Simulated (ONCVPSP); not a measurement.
# What the settings do to the ONCV potential of K

Base potential:

potassium, optimised norm-conserving Vanderbilt (ONCV), made with ONCVPSP 4.0.1 (revPBE, scalar-relativistic). Core [Ne], reference 3s2 3p6 3d1. Waves: 3s: rc 1.50 bohr, ncon 4, nbas 9, qcut 7.9 1/bohr, 1 projector; 3p: rc 1.55 bohr, ncon 5, nbas 9, qcut 7.6 1/bohr, 1 projector; 3d: rc 4.00 bohr, ncon 3, nbas 6, qcut 2 1/bohr, 2 projectors, debl 1.3 Ha. Local part: polynomial inside 1.30 bohr (lpopt 1, dvloc0 0 Ha). Core correction: Teter function, fcfact 3, rcfact 1.45.

All-electron outer shells of the reference configuration (revPBE, scalar-relativistic, ld1.x):

```json
{"shell": "3s", "level (eV)": "-36.94", "outermost node (bohr)": "0.48", "outermost maximum (bohr)": "1.08"}
{"shell": "3p", "level (eV)": "-20.38", "outermost node (bohr)": "0.45", "outermost maximum (bohr)": "1.15"}
{"shell": "3d", "level (eV)": "-0.64", "outermost node (bohr)": "–", "outermost maximum (bohr)": "8.01"}
```

Cutoffs, loose and tight: the cutoffs (Ha) at which the residual kinetic energy of the hardest occupied pseudo-wave falls to 1 and 0.1 mHa per electron. They do not see the model core or the augmentation charge, which bear on the density cutoff. Test errors are all-electron minus pseudo excitation energies from the reference, over the configurations 3s2 3p6 3d0 4s1; 3s2 3p6 3d0; 3s2 3p6 3d0 4s0.5; 3s2 3p6 3d0 4p1. A dash means not determined; rows that change the core or the reference have their own tests.

```csv
change,outcome,"cutoff, loose","cutoff, tight",bound ghosts,GHOST(+) flags above zero,largest test error (meV)
base,generated,21 Ha,25 Ha,none,d,+15
"s: rc 1.12; local potential polynomial inside 1.12 bohr (lpopt 1, dvloc0 0 Ha)",generated,25 Ha,29 Ha,none,d,+15
s: rc 1.4,generated,22 Ha,27 Ha,none,d,+15
s: rc 1.56,generated,21 Ha,25 Ha,none,d,+15
s: rc 2,generated,16 Ha,24 Ha,none,d,+28
```

What comes out with this change to the base: s: rc 2.18?

outcome: generated; cutoff, loose: 14 Ha; cutoff, tight: 24 Ha; bound ghosts: none; GHOST(+) flags above zero: d; largest test error (meV): +47.

What comes out with this change to the base: s: rc 1.8?

outcome: generated; cutoff, loose: 18 Ha; cutoff, tight: 24 Ha; bound ghosts: none; GHOST(+) flags above zero: d; largest test error (meV): +16.

What comes out with this change to the base: s: rc 1.28; local potential polynomial inside 1.28 bohr (lpopt 1, dvloc0 0 Ha)?

outcome: generated; cutoff, loose: 24 Ha; cutoff, tight: 28 Ha; bound ghosts: none; GHOST(+) flags above zero: d; largest test error (meV): +15.

Reading the sweep of the s radius (base included, trends over the rows without a ghost): The loose cutoff falls from 25 Ha at 1.12 to 14 Ha at 2.18 bohr. A larger radius leaves more room for a smooth pseudo-wave, so fewer plane waves are needed; a smaller one forces it to follow the all-electron wave where it bends sharply. The median size of the test errors (rows with all tests solved) is not monotonic: lowest 4.6 meV at 1.4 bohr, highest 27.8 meV at 2.18 bohr.
